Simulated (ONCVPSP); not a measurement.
**An all-electron radial function and its pseudo partner (Si (Z = 14))**

Columns: radius, all-electron u(r) and pseudo u(r) of the 3p shell (level -4.08 eV) of silicon in the configuration [Ne] 3s2 3p2; PBE, scalar-relativistic, ONCV scheme, ONCVPSP 4.0.1.

```csv
r (bohr),all-electron,pseudo
0.098,-0.0985,0.0036
0.195,-0.2099,0.0140
0.292,-0.2570,0.0310
0.390,-0.2446,0.0544
0.488,-0.1917,0.0837
0.585,-0.1169,0.1180
0.682,-0.0318,0.1569
0.780,0.0565,0.1998
0.878,0.1420,0.2453
0.975,0.2211,0.2917
1.072,0.2930,0.3381
1.170,0.3577,0.3842
1.268,0.4145,0.4285
1.365,0.4633,0.4696
1.463,0.5052,0.5074
1.560,0.5395,0.5400
1.658,0.5675,0.5675
1.755,0.5890,0.5889
1.852,0.6048,0.6048
1.950,0.6156,0.6156
2.047,0.6218,0.6218
2.145,0.6240,0.6240
2.242,0.6227,0.6227
2.340,0.6184,0.6184
2.438,0.6115,0.6114
2.535,0.6024,0.6024
```

(1) How many radial nodes do the two functions have?

(2) At about which radius was the pseudo-wave matched?

(3) Is the pseudo-wave norm-conserving?

Answers

(1) The all-electron 3p function has n − l − 1 = 1; the pseudo-wave has 0, since the states of the same l below it are removed with the core.

(2) 1.95 bohr. The columns agree to 0.0005 from 1.66 bohr on; several derivatives are matched, so the curves merge somewhat inside the radius.

(3) Yes: the ONCV scheme keeps the norm inside the radius equal to the all-electron one, which fixes the energy derivative of the logarithmic derivative at the level.
